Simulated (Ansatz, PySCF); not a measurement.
Caution: the highest occupied level lies above zero, so the state may not be bound. Caution: the restricted solution is unstable towards spin-unrestricted or complex orbitals, so a lower solution exists and this singlet may not be the ground state. This singlet is an excited state, 0.07 eV above the relaxed triplet at the level B3LYP/aug-cc-pVTZ // PBE0-D3(BJ)/def2-TZVPD (Ansatz, a quantum-chemistry and plane-wave program).

Cartesian coordinates (Å):
```xyz
7

B      1.2239    -0.1296    -1.0933
C      0.2064     0.2240    -0.0581
C     -1.0674    -0.0421     0.3497
H      2.1482    -0.8177    -0.6970
H      0.7034     1.0597     0.4801
H     -1.6690    -0.8084    -0.1319
H     -1.5456     0.5143     1.1504
```
Charge -1, spin multiplicity 1.

What total energy and HOMO does PBE0-D3(BJ)/def2-TZVPD run with PySCF 2.14.0 give?


```json
{
  "total_energy": "-2809.83 eV",
  "HOMO": "1.09 eV"
}
```
